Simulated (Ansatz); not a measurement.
Relaxation of CH7BFN (11 atoms, charge 0, multiplicity 1), to a largest force component of 0.03 eV/Å in at most 50 steps.

These are results of RKS PBE0/6-31G* (Ansatz 0.2.0), not measurements.

```xyz
11
Properties=species:S:1:pos:R:3
B 0.175 -0.565 -0.100
F -0.695 0.953 1.722
H 1.244 -0.032 -0.127
H -0.757 -0.256 -0.780
N 0.029 -1.760 0.748
H -0.821 -2.304 0.675
C 1.084 -2.393 1.509
H 1.356 -3.371 1.091
H 1.971 -1.756 1.482
H 0.794 -2.541 2.558
H -0.677 0.040 1.904
```

Where does it end, and by what steps?

The forces met the threshold. The force dipped under the threshold on the way, but the program's further checks kept it going. After 22 steps the energy has fallen by 0.196 eV; F2 moved furthest, 1.39 Å.

```json
{"step": "0", "energy less start (eV)": "0.0000", "largest force component (eV/Å)": "2.046", "accepted": "yes"}
{"step": "1", "energy less start (eV)": "-0.0922", "largest force component (eV/Å)": "1.628", "accepted": "yes"}
{"step": "2", "energy less start (eV)": "-0.1388", "largest force component (eV/Å)": "1.098", "accepted": "yes"}
{"step": "3", "energy less start (eV)": "-0.1473", "largest force component (eV/Å)": "0.203", "accepted": "yes"}
{"step": "4", "energy less start (eV)": "-0.1632", "largest force component (eV/Å)": "0.125", "accepted": "yes"}
{"step": "5", "energy less start (eV)": "-0.1659", "largest force component (eV/Å)": "0.065", "accepted": "yes"}
{"step": "6", "energy less start (eV)": "-0.1667", "largest force component (eV/Å)": "0.044", "accepted": "yes"}
{"step": "7", "energy less start (eV)": "-0.1683", "largest force component (eV/Å)": "0.352", "accepted": "yes"}
{"step": "8", "energy less start (eV)": "-0.1710", "largest force component (eV/Å)": "0.321", "accepted": "yes"}
{"step": "9", "energy less start (eV)": "-0.1765", "largest force component (eV/Å)": "0.453", "accepted": "yes"}
{"step": "10", "energy less start (eV)": "-0.1805", "largest force component (eV/Å)": "0.603", "accepted": "yes"}
{"step": "11", "energy less start (eV)": "-0.1894", "largest force component (eV/Å)": "0.133", "accepted": "yes"}
{"step": "12", "energy less start (eV)": "-0.1057", "largest force component (eV/Å)": "0.703", "accepted": "no"}
{"step": "13", "energy less start (eV)": "-0.1918", "largest force component (eV/Å)": "0.263", "accepted": "yes"}
{"step": "14", "energy less start (eV)": "-0.1897", "largest force component (eV/Å)": "0.174", "accepted": "no"}
{"step": "15", "energy less start (eV)": "-0.1945", "largest force component (eV/Å)": "0.049", "accepted": "yes"}
{"step": "16", "energy less start (eV)": "-0.1948", "largest force component (eV/Å)": "0.028", "accepted": "yes"}
{"step": "17", "energy less start (eV)": "-0.1953", "largest force component (eV/Å)": "0.044", "accepted": "yes"}
{"step": "18", "energy less start (eV)": "-0.1955", "largest force component (eV/Å)": "0.046", "accepted": "yes"}
{"step": "19", "energy less start (eV)": "-0.1957", "largest force component (eV/Å)": "0.078", "accepted": "yes"}
{"step": "20", "energy less start (eV)": "-0.1959", "largest force component (eV/Å)": "0.040", "accepted": "yes"}
{"step": "21", "energy less start (eV)": "-0.1958", "largest force component (eV/Å)": "0.042", "accepted": "no"}
{"step": "22", "energy less start (eV)": "-0.1960", "largest force component (eV/Å)": "0.014", "accepted": "yes"}
```

```xyz
11
Properties=species:S:1:pos:R:3
B 0.276 -0.693 -0.443
F -0.743 0.039 2.774
H 1.385 -0.262 -0.583
H -0.635 -0.394 -1.160
N 0.025 -1.560 0.625
H -0.893 -1.984 0.704
C 1.004 -2.126 1.542
H 1.132 -3.200 1.369
H 1.964 -1.631 1.377
H 0.697 -1.964 2.579
H -0.507 -0.208 1.896
```

Whether the end is a true minimum wasn't checked by a vibrational analysis.

The run took 59 s on 1 thread of Arm Neoverse V2, with other jobs on the host, peak memory 0.17 GiB.
